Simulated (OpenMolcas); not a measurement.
Systems:
- [PtF6]4-, a model complex in vacuum: octahedral, Pt–F 2.06 Å; shape imposed, not necessarily the one it adopts

Method: state-averaged CASSCF on the open d shell with SC-NEVPT2, ANO basis sets as named, scalar-relativistic DKH2, RICD, in OpenMolcas. State energies are spin-free and vertical. Orbital splittings and repulsion parameters are fits to the integrals of the highest spin's CASSCF orbitals. J levels and χT include spin-orbit coupling (RASSI on CASSCF energies). Times are rough, from shared cores.

```csv
case,ground state,first state of the same spin (cm⁻¹),first state of another spin (cm⁻¹),d-orbital splitting (cm⁻¹),Racah B (cm⁻¹),χT at 300 K (cm³ K/mol),basis functions,relative time
ANO-RCC-VDZP,³A₂g,³T₂g 20250,¹Eg(1) 8940,18590,790,1.68,143,5
ANO-RCC-MB,³A₂g,³T₂g 27030,¹Eg(1) 9790,(withheld),714,(withheld),73,1
ANO-RCC-VDZ,³A₂g,³T₂g 19960,¹Eg(1) 9580,18560,793,1.70,106,2
ANO-RCC-VTZP,³A₂g,³T₂g 19210,(withheld),18070,786,1.68,264,40
```

Question: Fill in the missing entries.

Answer: 
- ANO-RCC-MB, d-orbital splitting (cm⁻¹): 26520
- ANO-RCC-MB, χT at 300 K (cm³ K/mol): 1.41
- ANO-RCC-VTZP, first state of another spin (cm⁻¹): ¹Eg(1) 7500

No ligand orbital and no second metal shell is active in the minimal space. All energies are vertical, at one fixed geometry that need not be a minimum. Anions stand alone here, with no counter-ions or solvent.
